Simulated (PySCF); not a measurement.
[Pt(edt)2]2-, C₄H₄PtS₄ (charge -2 and singlet state).
Bonds: Pt1–S2, Pt1–S5, Pt1–S8, Pt1–S11, S2–C3, C3–C4, C4–S5, S8–C9, C9–C10, C10–S11. Hydrogens: H6 on C3; H7 on C4; H12 on C9; H13 on C10.
The ion is multiply charged and has no counter-ions or solvent; whether it holds all its electrons wasn't checked.

Method: PBE0-D3(BJ)/def2-SVP geometry optimisation, gas phase, def2 core potentials past Kr in PySCF 2.14.0; density fitting, grid level 1; the optimiser is geomeTRIC in internal coordinates, started from a GFN2-xTB structure with every atom displaced at random (about 0.03 Å).

Step 0: E = -50768.0246 eV
```
atom  x, y, z in Å  |  force x, y, z in eV/Å
Pt1     0.0615   -0.0763    0.0110   -1.478   1.470  -0.128
S2      2.3112    0.0173    0.0003    1.189  -0.040  -0.023
C3      2.6222    1.7392   -0.0277    7.308  -5.642   0.155
C4      1.8402    2.6933   -0.0212   -8.356   4.007  -0.105
S5      0.0176    2.3080   -0.0474    1.275   0.318   0.094
H6      3.7268    1.9767   -0.0059   -0.577  -0.309  -0.054
H7      1.9828    3.7365   -0.0161    0.766   1.476  -0.004
S8     -2.2817   -0.0148   -0.0197   -0.429  -0.383   0.182
C9     -2.6884   -1.7298    0.0613    1.268   0.974  -0.261
C10    -1.7485   -2.6939    0.0395    0.140   1.327   0.095
S11    -0.0526   -2.3363    0.0377    0.673  -1.324   0.006
H12    -3.7210   -1.9601    0.0239   -1.505  -0.392   0.005
H13    -2.0395   -3.7120   -0.0134   -0.275  -1.482   0.037
```

Task: Estimate the geometry and energy of step 1. (The exact step hangs on the optimiser's Hessian estimate; all steps are aligned on step 0, rigid shifts and turns removed.)

Result: E = -50768.7839 eV, largest force 2.300 eV/Å
```
atom  x, y, z in Å  |  force x, y, z in eV/Å
Pt1     0.0006   -0.0021    0.0049   -0.393   0.400  -0.061
S2      2.3499    0.0385   -0.0097    0.474  -0.559   0.011
C3      2.7740    1.7410   -0.0207   -0.252  -1.028   0.049
C4      1.7784    2.6282   -0.0225   -1.523   1.724  -0.013
S5     -0.0023    2.3658   -0.0236    1.446  -0.578   0.020
H6      3.8527    1.9977   -0.0088   -0.448   0.045  -0.025
H7      1.9486    3.7085   -0.0206    0.475   0.262  -0.008
S8     -2.3723   -0.0150   -0.0043    0.118  -0.161   0.033
C9     -2.7165   -1.7357    0.0240    0.225   0.133  -0.046
C10    -1.7461   -2.6809    0.0339   -0.228   0.023  -0.026
S11    -0.0350   -2.3372    0.0232    0.085  -0.184   0.027
H12    -3.7804   -2.0146    0.0113    0.020  -0.055   0.025
H13    -2.0210   -3.7463    0.0351    0.001  -0.022   0.015
```

The energy changes by -0.7593 eV. The first-order estimate −F·Δx gives -1.6487 eV and the mean of the old and new forces, exact on a quadratic surface, -0.7495 eV. The step makes an angle of 66° with the force vector and moves no atom by more than 0.152 Å.

The cost below is that of the whole optimisation. Time: 5.6 min of wall time; peak memory 0.85 GiB. Hardware: an AMD EPYC with one thread, shared host with 64 logical CPUs at a one-minute load of 58.
